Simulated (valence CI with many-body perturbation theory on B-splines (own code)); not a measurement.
**Ce45+: calculated level list**

Computed by valence CI with perturbative core correlation (CI+MBPT): three valence electrons over a frozen Dirac-Fock core [Ne], radial functions for each j: 9 s, 9 p, 8 d, 6 f, 3 g, 1 h, with the one-electron correlation potential Σ1 (screened to all orders), the two-electron term Σ2, the three-electron term Σ3, Breit, model QED; selected single and double excitations, second order for the rest, scaled by the run's own slope (own B-spline code, finite nucleus).

The last digits are not significant, and no measured levels were compared; by estimate large intervals hold to a few tenths of a per cent, small ones and those within an open d or f shell to about a per cent.

Levels 1 to 36 of 36, with energies above the lowest level, (3s^2 3p1/2) J=1/2. "Leading %" is the weight of the configuration and term that name the level; weights of strongly mixed levels are sums over their largest components and can fall short, so below about 35 % the name and the second component can differ from the true leading terms, or belong to a minority configuration. In the jj column 3d3/2^4 stands for four electrons in 3d with j = 3/2.

| No. | Configuration | Term | J | E (eV) | Leading % | g | Second component | Leading jj |
| --- | --- | --- | --- | --- | --- | --- | --- | --- |
| 1 | 3s2.3p | 2P° | 1/2 | 0.00 | 99 | 0.655 |  | 3s^2 3p1/2 (99 %) |
| 2 | 3s.3p2 | 4P | 1/2 | 113.57 | 62 | 2.248 | 26 % 3s.3p2 2S | 3s 3p1/2^2 (96 %) |
| 3 | 3s2.3p | 2P° | 3/2 | 115.34 | 98 | 1.326 |  | 3s^2 3p3/2 (98 %) |
| 4 | 3s.3p2 | 4P | 3/2 | 208.84 | 92 | 1.660 | 6 % 3s.3p2 2D | 3s 3p1/2 3p3/2 (99 %) |
| 5 | 3s.3p2 | 2D | 5/2 | 221.38 | 54 | 1.365 | 43 % 3s.3p2 4P | 3s 3p1/2 3p3/2 (96 %) |
| 6 | 3s.3p2 | 2D | 3/2 | 238.11 | 59 | 0.942 | 24 % 3s.3p2 2P | 3s 3p1/2 3p3/2 (83 %) |
| 7 | 3s.3p2 | 2P | 1/2 | 246.22 | 71 | 1.203 | 24 % 3s.3p2 4P | 3s 3p1/2 3p3/2 (95 %) |
| 8 | 3s2.3d | 2D | 3/2 | 285.63 | 83 | 0.837 | 8 % 3s.3p2 2P | 3s^2 3d3/2 (83 %) |
| 9 | 3s2.3d | 2D | 5/2 | 302.83 | 82 | 1.252 | 15 % 3s.3p2 4P | 3s^2 3d5/2 (82 %) |
| 10 | 3s.3p2 | 2D | 5/2 | 338.76 | 44 | 1.361 | 42 % 3s.3p2 4P | 3s 3p3/2^2 (82 %) |
| 11 | 3p3 | 2P° | 3/2 | 352.61 | 35 | 1.227 | 24 % 3p3 2D° | 3p1/2^2 3p3/2 (77 %) |
| 12 | 3s.3p2 | 2S | 1/2 | 362.07 | 69 | 1.861 | 16 % 3s.3p2 2P | 3s 3p3/2^2 (97 %) |
| 13 | 3s.3p.3d | 4F° | 3/2 | 366.62 | 76 | 0.550 | 12 % 3s.3p.3d 2D° | 3s 3p1/2 3d3/2 (89 %) |
| 14 | 3s.3p2 | 2P | 3/2 | 367.23 | 65 | 1.198 | 27 % 3s.3p2 2D | 3s 3p3/2^2 (96 %) |
| 15 | 3s.3p.3d | 4F° | 5/2 | 375.57 | 52 | 1.044 | 21 % 3s.3p.3d 2F° | 3s 3p1/2 3d3/2 (93 %) |
| 16 | 3s.3p.3d | 4D° | 1/2 | 394.64 | 66 | 0.361 | 27 % 3s.3p.3d 2P° | 3s 3p1/2 3d3/2 (96 %) |
| 17 | 3s.3p.3d | 4D° | 3/2 | 396.66 | 44 | 1.320 | 24 % 3s.3p.3d 4P° | 3s 3p1/2 3d3/2 (80 %) |
| 18 | 3s.3p.3d | 4P° | 5/2 | 403.00 | 37 | 1.345 | 28 % 3s.3p.3d 4D° | 3s 3p1/2 3d5/2 (97 %) |
| 19 | 3s.3p.3d | 4F° | 7/2 | 410.71 | 54 | 1.252 | 23 % 3s.3p.3d 2F° | 3s 3p1/2 3d5/2 (94 %) |
| 20 | 3s.3p.3d | 2F° | 5/2 | 419.01 | 44 | 1.074 | 17 % 3s.3p.3d 2D° | 3s 3p1/2 3d5/2 (91 %) |
| 21 | 3s.3p.3d | 2D° | 3/2 | 422.07 | 40 | 1.172 | 26 % 3s.3p.3d 2P° | 3s 3p1/2 3d5/2 (68 %) |
| 22 | 3p3 | 2D° | 5/2 | 465.41 | 69 | 1.130 | 19 % 3s.3p.3d 2F° | 3p1/2 3p3/2^2 (69 %) |
| 23 | 3p3 | 2D° | 3/2 | 470.09 | 45 | 1.327 | 38 % 3p3 4S° | 3p1/2 3p3/2^2 (82 %) |
| 24 | 3p3 | 2P° | 1/2 | 478.28 | 84 | 0.668 | 15 % 3s.3p.3d 2P° | 3p1/2 3p3/2^2 (84 %) |
| 25 | 3s.3p.3d | 4D° | 3/2 | 493.09 | 42 | 1.340 | 40 % 3s.3p.3d 4P° | 3s 3p3/2 3d3/2 (98 %) |
| 26 | 3s.3p.3d | 4D° | 5/2 | 493.88 | 51 | 1.269 | 18 % 3s.3p.3d 4F° | 3s 3p3/2 3d3/2 (83 %) |
| 27 | 3s.3p.3d | 4P° | 1/2 | 494.06 | 86 | 2.306 | 12 % 3s.3p.3d 4D° | 3s 3p3/2 3d3/2 (97 %) |
| 28 | 3s.3p.3d | 4D° | 7/2 | 496.55 | 42 | 1.290 | 37 % 3s.3p.3d 4F° | 3s 3p3/2 3d3/2 (77 %) |
| 29 | 3s.3p.3d | 4F° | 9/2 | 503.95 | 100 | 1.326 |  | 3s 3p3/2 3d5/2 (100 %) |
| 30 | 3p2.3d | 4F | 3/2 | 507.40 | 39 | 0.761 | 27 % 3p2.3d 2D | 3p1/2^2 3d3/2 (98 %) |
| 31 | 3s.3p.3d | 2D° | 3/2 | 513.78 | 61 | 1.019 | 26 % 3s.3p.3d 4P° | 3s 3p3/2 3d3/2 (56 %) |
| 32 | 3s.3p.3d | 2D° | 5/2 | 521.48 | 46 | 1.337 | 38 % 3s.3p.3d 4P° | 3s 3p3/2 3d5/2 (94 %) |
| 33 | 3s.3p.3d | 2F° | 5/2 | 529.54 | 72 | 0.937 | 11 % 3s.3p.3d 2D° | 3s 3p3/2 3d3/2 (89 %) |
| 34 | 3s.3p.3d | 2D° | 3/2 | 530.53 | 41 | 1.164 | 40 % 3s.3p.3d 2P° | 3s 3p3/2 3d5/2 (50 %) |
| 35 | 3s.3p.3d | 2F° | 7/2 | 530.83 | 80 | 1.186 | 17 % 3s.3p.3d 4D° | 3s 3p3/2 3d5/2 (82 %) |
| 36 | 3s.3p.3d | 2P° | 1/2 | 531.87 | 72 | 0.610 | 19 % 3s.3p.3d 4D° | 3s 3p3/2 3d3/2 (81 %) |

The ionisation energy to 3s2 1S_0 of the next ion comes out as 3673.7 eV (NIST: 3672 ± 4 eV (theoretical)). All 36 levels together are meant to be complete up to 534.33 eV.
